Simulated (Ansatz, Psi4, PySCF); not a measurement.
C$_{2}$H$_{3}$O$_{2}$, doublet, at a GFN2-xTB geometry. Base run: HF/6-31G* (PySCF).

The PySCF input:
```python
from pyscf import gto, scf

mol = gto.Mole()
mol.atom = '''
    C    -0.933878   -0.065412    0.013184
    O    -0.952587   -1.261701    0.004908
    O    -0.028036    0.834302    0.006372
    C     1.384468    0.450471   -0.017018
    H     1.943523    1.381171   -0.018539
    H     1.612003   -0.142538    0.867617
    H     1.585926   -0.129789   -0.916310
'''
mol.basis = '6-31g*'
mol.charge = 0
mol.spin = 1
mol.verbose = 4
mol.build()

mf = scf.UHF(mol)
mf.kernel()
```

The same geometry, method and basis name were run in Ansatz (a program for electronic structure) and Psi4 and PySCF, at each program's defaults and at the settings that a row names. The base is PySCF at its defaults. Differences at the defaults can come from grids, fitting, cores and function types together.

| code and settings | ΔE vs base (µEh) | basis functions | E (Eh) | SCF cycles | dipole (D) |
|---|---|---|---|---|---|
| PySCF, defaults (exact integrals, spherical functions) | 0.0 | 62 | -227.15112 | 16 | 3.33 |
| Psi4, defaults (density fitting with its default set, Cartesian functions) | -904 | 66 | -227.15203 | 12 | 3.33 |
| Ansatz, defaults (factorised integrals, Cartesian functions) | -1291 | 66 | -227.15241 | - | - |
| PySCF, density fitting with def2-universal-jkfit | 171 | 62 | -227.15095 | 16 | 3.33 |
| Psi4, exact integrals, spherical functions | 0.0 | 62 | -227.15112 | 18 | 3.33 |
| Ansatz, high accuracy, Cartesian functions as the basis file defines them | -1296 | 66 | -227.15242 | - | - |

Open shells are given as the SCF converged; they aren't shown to be the lowest states, and a large step between rows can be another state.
